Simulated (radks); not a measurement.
All-electron atom: S+ in [Ne] 3s2 3p3. Method: Dirac Kohn-Sham, Slater X-alpha with alpha = 0.662, spin-unpolarised, spherical densities, point nucleus; open shells fill j = l - 1/2 first; computed with a radial shooting solver on a logarithmic mesh with Libxc functionals. Some entries of the table are withheld. Estimate them.

orbital  occ.  eigenvalue (eV)  <1/r> (bohr^-1)  <r> (bohr)
1s1/2       2        -2405.613            15.61     0.09717
2s1/2       2        -220.3405            3.056      0.4812
2p1/2       2              (1)            2.968      0.4422
2p3/2       4              (2)            2.948      0.4445
3s1/2       2         -26.1725           0.8414         (3)
3p1/2       2         -15.5692           0.7127       1.912
3p3/2       1         -15.4696           0.7093       1.919

Answer. 
(1) 2p1/2 eigenvalue (eV): -166.9074
(2) 2p3/2 eigenvalue (eV): -165.6493
(3) 3s1/2 <r> (bohr): 1.644
